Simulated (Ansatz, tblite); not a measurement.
Spin states of PbO₄, each relaxed with PBE-D4/def2-SVP in Ansatz. Electronic energies in the gas phase.

In the def2 sets Pb takes a core potential; there is no spin–orbit coupling. The xTB rows come from tblite. LC-ωPBE has ω = 0.4 bohr⁻¹. Correlated methods freeze 8 core orbitals; core or outer-core shells of Pb are correlated, in sets that lack core-valence functions. In CCSD on the charge 0 quintet the largest single amplitude is 0.23, so its Hartree–Fock determinant may place the open shell otherwise than the density functionals do. The structure holds 3 bonds between oxygen atoms, so isomers without such links may lie far lower. The structure comes from a short search, and lower isomers may exist.

Singlet geometry (C2 within 0.1 Å):

Cartesian coordinates in Å:
```
Pb -1.252 1.156 -0.495
O -0.753 -0.086 1.227
O 0.566 0.259 -1.301
O 0.693 -0.428 0.903
O 0.746 -0.901 -0.334
```

Quintet geometry:

```tsv
atom	x (Å)	y (Å)	z (Å)
Pb1	1.471	1.038	-0.765
O2	1.315	-1.164	0.184
O3	-0.853	0.583	-0.850
O4	-0.587	-0.636	1.077
O5	-1.346	0.179	0.354
```

⟨S²⟩: quintet 6.02 at PBE0-D4/def2-TZVP (pure 6.00).

Run but left out: HF/def2-TZVP, HF/def2-TZVPP (singlet: restricted singlet, unstable towards broken spin symmetry); MP2/def2-TZVP, MP2/def2-TZVPP (quintet: a determinant that CCSD turns far, T1 0.047).

The triplet was relaxed too but is left out (⟨S²⟩ 2.38 to 2.89, where a pure state has 2.00); at PBE0-D4/def2-TZVP it lies 0.29 eV above the lowest shown. The quintet has other bonds than the singlet, so the gap mixes isomer and spin.

Question: Estimate which spin state lies lowest at each of these levels, and by how much: GFN1-xTB; GFN2-xTB; PBE-D4/def2-TZVP; r2SCAN-D4/def2-TZVP; PBE0-D4/def2-TZVP; LC-ωPBE/def2-TZVP; ωB97M-V/def2-TZVP; CCSD/def2-TZVPP; CCSD(T)/def2-TZVPP.

Answer: 
```csv
level,quintet − singlet (kcal/mol),lowest of these,remarks
GFN1-xTB,178.0,singlet,–
GFN2-xTB,152.3,singlet,–
PBE-D4/def2-TZVP,80.6,singlet,–
r2SCAN-D4/def2-TZVP,72.4,singlet,–
PBE0-D4/def2-TZVP,73.2,singlet,–
LC-ωPBE/def2-TZVP,77.0,singlet,–
ωB97M-V/def2-TZVP,78.9,singlet,–
CCSD/def2-TZVPP,79.5,singlet,"large T1 (0.029) (singlet), large T1 (0.047) (quintet), restricted SCF unstable (singlet)"
CCSD(T)/def2-TZVPP,87.4,singlet,"large T1 (0.029) (singlet), large T1 (0.047) (quintet), restricted SCF unstable (singlet)"
```

Change of the quintet − singlet gap on mixing in exact exchange, in kcal/mol: PBE to PBE0 (25 % exact exchange) -7.4. The xTB methods have no term that favours high spin, so they put low spin too low.
